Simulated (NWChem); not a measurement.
System: SbBrCl2; SMILES [Cl][Sb]([Cl])[Br]

The following NWChem deck was run.

```
start job
memory heap 200 mb stack 900 mb global 1100 mb
geometry units angstroms noautoz
  Sb     0.581447     0.470201     0.000000
  Cl    -0.756834     1.265510     1.815114
  Cl    -0.756834     1.265510    -1.815114
  Br    -0.152750    -1.963896     0.000000
end
basis spherical
  Sb library def2-svp
  Cl library def2-svp
  Br library def2-svp
end
ecp
  Sb library def2-ecp
end
dft
  xc xpbe96 cpbe96
  iterations 150
end
tddft
  cis
  nroots 8
  notriplet
end
task tddft energy
```

Parts of the log:

```
             Northwest Computational Chemistry Package (NWChem) 7.3.0
             --------------------------------------------------------

 CS  symmetry detected

                             Geometry "geometry" -> ""
                             -------------------------

 Output coordinates in angstroms (scale by  1.889725989 to convert to a.u.)

  No.       Tag          Charge          X              Y              Z
 ---- ---------------- ---------- -------------- -------------- --------------
    1 Sb                  51.0000     0.60606404    -0.46857211     0.00000000
    2 Cl                  17.0000    -0.71047648    -1.29937503     1.81511400
    3 Cl                  17.0000    -0.71047648    -1.29937503    -1.81511400
    4 Br                  35.0000    -0.19294474     1.94502653     0.00000000

 Effective nuclear repulsion energy (a.u.)     965.1535680271

      Symmetry information
      --------------------

 Group name             Cs
 Group number              2
 Group order               2
 No. of unique centers     3

 Summary of "ao basis" -> "ao basis" (spherical)
 ------------------------------------------------------------------------------
       Tag                 Description            Shells   Functions and Types
 ---------------- ------------------------------  ------  ---------------------
 Sb                         def2-svp                10       26   4s4p2d
 Cl                         def2-svp                 8       18   4s3p1d
 Br                         def2-svp                12       32   5s4p3d

      Symmetry analysis of basis
      --------------------------

        a'         58
        a"         36

            General Information
            -------------------
          SCF calculation type: DFT
          Wavefunction type:  closed shell.
          No. of atoms     :     4
          No. of electrons :    92
           Alpha electrons :    46
            Beta electrons :    46
          Charge           :     0
          Spin multiplicity:     1
          Use of symmetry is: off; symmetry adaption is: on
          Maximum number of iterations: 150
          AO basis - number of functions:    94
                     number of shells:    38
          Convergence on energy requested:  1.00D-06
          Convergence on density requested:  1.00D-05
          Convergence on gradient requested:  5.00D-04

              XC Information
              --------------
          PerdewBurkeErnzerhof Exchange Functional  1.000
            Perdew 1991 LDA Correlation Functional  1.000 local
           PerdewBurkeErnz. Correlation Functional  1.000 non-local

[...]

                                NWChem TDDFT Module
                                -------------------

            General Information
            -------------------
           No. of orbitals :     188
            Alpha orbitals :      94
             Beta orbitals :      94
        Alpha frozen cores :       0
         Beta frozen cores :       0
     Alpha frozen virtuals :       0
      Beta frozen virtuals :       0
         Spin multiplicity :       1
    Number of AO functions :      94
        Use of symmetry is : off
      Symmetry adaption is : on
         Schwarz screening :  0.10D-07

              XC Information
              --------------
   PerdewBurkeErnzerhof Exchange Functional   1.00
     Perdew 1991 LDA Correlation Functional   1.00 local
    PerdewBurkeErnz. Correlation Functional   1.00 non-local

             TDDFT Information
             -----------------
          Calculation type : Tamm-Dancoff TDDFT
         Wavefunction type : Restricted singlets
          No. of electrons :      92
           Alpha electrons :      46
            Beta electrons :      46
              No. of roots :       8
          Max subspacesize :    5600
            Max iterations :     100
               Target root :       1
           Target symmetry : none
      Symmetry restriction : off
                 Algorithm : Optimal
        Davidson threshold :  0.10D-03

    8 smallest eigenvalue differences (eV)
--------------------------------------------------------
  No. Spin  Occ  Vir  Irrep   E(Occ)    E(Vir)   E(Diff)
--------------------------------------------------------
    1    1   46   47 a'       -0.261    -0.106     4.224
    2    1   45   47 a"       -0.267    -0.106     4.366
    3    1   46   48 a"       -0.261    -0.100     4.388
    4    1   46   49 a'       -0.261    -0.099     4.413
    5    1   44   47 a'       -0.271    -0.106     4.485
    6    1   45   48 a'       -0.267    -0.100     4.529
    7    1   45   49 a"       -0.267    -0.099     4.554
    8    1   44   48 a"       -0.271    -0.100     4.648
--------------------------------------------------------

  Entering Davidson iterations
  Restricted singlet excited states

  Iter   NTrls   NConv    DeltaV     DeltaE      Time
  ----  ------  ------  ---------  ---------  ---------
    1      8       0     0.16E+00   0.10+100        6.7
    2     16       0     0.31E-01   0.75E-01        6.0
    3     24       0     0.66E-02   0.17E-02        6.3
    4     32       1     0.19E-02   0.88E-04        7.3
    5     39       7     0.54E-03   0.65E-05        7.2
    6     40       8     0.77E-04   0.26E-06        5.2
  ----  ------  ------  ---------  ---------  ---------
  Convergence criterion met

  Ground state a'      -3733.561414927512 a.u.

  ----------------------------------------------------------------------------
  Root   1 singlet a"             0.166430552 a.u.                4.5288 eV
  ----------------------------------------------------------------------------
     Transition Moments    X -0.00000   Y  0.00000   Z  0.02942
     Dipole Oscillator Strength                    0.0000960520
     Electric Quadrupole                           0.0000000059
     Magnetic Dipole                               0.0000003407
     Total Oscillator Strength                     0.0000963987

[...]
```

Level: PBE/def2-SVP with def2 effective core potentials on Sb, TDA. All runs use the structure optimised with PBE-D3(BJ)/def2-SVP. def2 effective core potentials on Sb; no spin-orbit coupling.
